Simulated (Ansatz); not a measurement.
Geometry optimisation, RKS PBE0-D4/def2-mTZVP in Ansatz.

input.yaml

```yaml
crystal:
  periodic: [false, false, false]
  atoms:
    - { symbol: W, position_ang: [-0.379311, -0.063089, -0.537826] }
    - { symbol: Cl, position_ang: [1.179146, 0.163207, 2.679595] }
    - { symbol: H, position_ang: [1.730065, -0.061258, 1.478447] }
    - { symbol: H, position_ang: [0.676539, 1.263193, -0.339436] }
    - { symbol: H, position_ang: [-1.814703, 0.005335, 0.387353] }
    - { symbol: H, position_ang: [0.481563, -1.507799, -0.237949] }
    - { symbol: H, position_ang: [-0.651999, 0.200411, -2.208884] }
basis:
  gaussian: { orbitals: def2-mTZVP }
hamiltonian:
  xc: pbe0
  dispersion: d4
relax:
  f_tol: 0.03
  max_steps: 50
```

Launched with:

```bash
$ ansatz run input.yaml --threads 1 --pin off --max-ram 2048MiB --backend cpu --events-out ev --progress --plain --runs-dir out
```

**Question.** Where does it end, and by what steps?

**Answer.** It converged. After 15 steps the energy has fallen by 2.293 eV; Cl2 moved furthest, 1.39 Å. Parted: Cl2–H3 (1.34 → 2.44 Å). Joined: W1–Cl2 (3.58 → 2.38 Å), W1–H3 (2.92 → 1.67 Å).

| step | energy less start (eV) | largest force component (eV/Å) | accepted |
| --- | --- | --- | --- |
| 0 | 0.0000 | 0.993 | yes |
| 1 | -0.0870 | 0.480 | yes |
| 2 | -0.1918 | 0.255 | yes |
| 3 | -0.2819 | 0.419 | yes |
| 4 | -0.4603 | 1.318 | yes |
| 5 | -0.7132 | 2.037 | yes |
| 6 | -1.0249 | 2.366 | yes |
| 7 | -1.5557 | 2.148 | yes |
| 8 | -2.0527 | 1.105 | yes |
| 9 | -2.2070 | 1.050 | yes |
| 10 | -2.2435 | 0.467 | yes |
| 11 | -2.2857 | 0.105 | yes |
| 12 | -2.2901 | 0.094 | yes |
| 13 | -2.2920 | 0.118 | yes |
| 14 | -2.2930 | 0.061 | yes |
| 15 | -2.2934 | 0.008 | yes |

```xyz
7
Properties=species:S:1:pos:R:3
W -0.058 -0.188 -0.035
Cl 0.188 0.921 2.056
H 1.509 -0.411 0.493
H 0.936 1.133 -0.258
H -1.504 -0.292 0.854
H 0.515 -1.767 -0.368
H -0.364 0.605 -1.522
```

Run time: 60 s on 1 thread of Arm Neoverse V1 (shared host), peak memory 0.14 GiB.
